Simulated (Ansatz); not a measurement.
Harmonic frequencies (cm⁻¹) at PBE0-D4/def2-TZVP from Ansatz: 197, 202, 223, 247, 272, 335, 589, 650, 708, 759, 1065, 3872.

Each molecule was computed in one conformer, which needn't be the lowest.

(1) Which molecule is it?
A. `[O]=[Mo]([OH])(=[S])[Cl]`
B. `[OH][Mo](=[S])(=[S])[Cl]`
C. `[NH2][Mo](=[O])(=[S])[Cl]`
D. `[O]=[Mo]([OH])([F])=[S]`

Results:

(1) D.
